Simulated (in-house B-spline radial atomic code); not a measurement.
Sn IV (Sn3+) is squeezed into an impenetrable sphere of radius R (the orbitals vanish at R). Level of theory: scalar-relativistic (X2C) Hartree-Fock, spin-polarised, averaged over the determinants with the given up and down occupations, Fermi nucleus of rms radius 4.6519 fm; calculated with a B-spline radial code for spherical atoms.

Energies in eV above the free ion in [Kr] 4d10 5s1:

| R (bohr) | highest level (eV) | [Kr] 4d10 5s1 | [Kr] 4d9 4f1 5s1 | [Ar] 3d10 4s2 4p5 4d10 5s1 5f1 |
| --- | --- | --- | --- | --- |
| 8.62 | -39.4 | -1.087e-05 | 47.44 | 128.1 |
| 6.29 | -39.4 | 0.005369 | 48.08 | 133 |
| 4.68 | -39.2 | 0.2565 | 50.5 | 143.3 |
| 4.1 | -38.6 | 0.9189 | 52.89 | 151.4 |
| 3.84 | -38 | 1.609 | 54.64 | 156.6 |
| 3.03 | -31.7 | 9.518 | 67.61 | 188.4 |
| 2.74 | -25.4 | 18.79 | 79.64 | 212.4 |
| 2.22 | 2.81 | 71.38 | 139.2 | 309.2 |
| 1.75 | 85.5 | 285.9 | 362.9 | 606 |
| 1.35 | 310 | 1111 | 1195 | 1580 |

Question: Does [Kr] 4d9 4f1 5s1 fall below [Kr] 4d10 5s1 under compression?

Answer: No, it stays above over the whole range.

Question: Does [Ar] 3d10 4s2 4p5 4d10 5s1 5f1 fall below [Kr] 4d10 5s1 under compression?

Answer: No, it stays above over the whole range.

The highest level is first positive in the row R = 2.22 bohr, pushed up by confinement above the zero of the free ion's potential. Each configuration is held fixed and needn't be the lowest in the sphere.
